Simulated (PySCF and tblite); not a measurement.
C₇H₁₄Si, numbered as in [SiH3:1][C@@H:2]1[CH2:3][CH2:4][CH2:5][C:6]12[CH2:7][CH2:8]2. Level: B3LYP-D3(BJ)/def2-SVP//GFN2-xTB, thermal terms from GFN2-xTB, symmetry numbers and mirror pairs counted. Conformers within 3 kcal/mol (GFN2-xTB free energy) were kept, 9 at most. GIAO shieldings: KT2/pcSseg-1. Shifts are against TMS (¹H), TMS (¹³C), TMS (²⁹Si) at the same level. Programs: PySCF with density fitting and tblite.

The 5-ring runs over atoms 2–3–4–5–6.

Two conformers hold nearly all the population. I: 5-ring twist (ring torsions 42, -32, 11, 14, -35°); δ(C8) = 17.38 ppm. II: 5-ring envelope (ring torsions -40, 24, 0, -25, 40°); δ(C8) = 23.48 ppm. The average over the ensemble at 298.15 K is 18.65 ppm.

(1) What populations and free-energy difference follow from a two-state model?

Answers

(1) p(I) = (18.65 − 23.48)/(17.38 − 23.48) = 0.79, so K = p(II)/p(I) = 0.26 and G(II) − G(I) = −RT ln K = 0.79 kcal/mol. The weights computed directly are 79.2 % and 20.8 %.
